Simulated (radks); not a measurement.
Task: Species: O I. Configuration: [He] 2s1 2p4 3d1 (not the ground configuration). Method: Dirac Kohn-Sham, OLYP, spin-unpolarised, spherical densities, finite nucleus; open shells fill j = l - 1/2 first; Fermi nuclear charge, rms radius 2.6991 fm; computed with a radial shooting solver on a logarithmic mesh with Libxc functionals. Some entries of the table are withheld. Estimate them.

orbital,occ.,eigenvalue (hartree),<1/r> (bohr^-1)
1s1/2,2,-19.51247,7.647
2s1/2,1,-1.35361,1.341
2p1/2,2,-0.78593,(1)
2p3/2,2,-0.78434,(2)
3d3/2,1,-0.02203,0.1187

Result: 
(1) 2p1/2 <1/r> (bohr^-1): 1.206
(2) 2p3/2 <1/r> (bohr^-1): 1.204
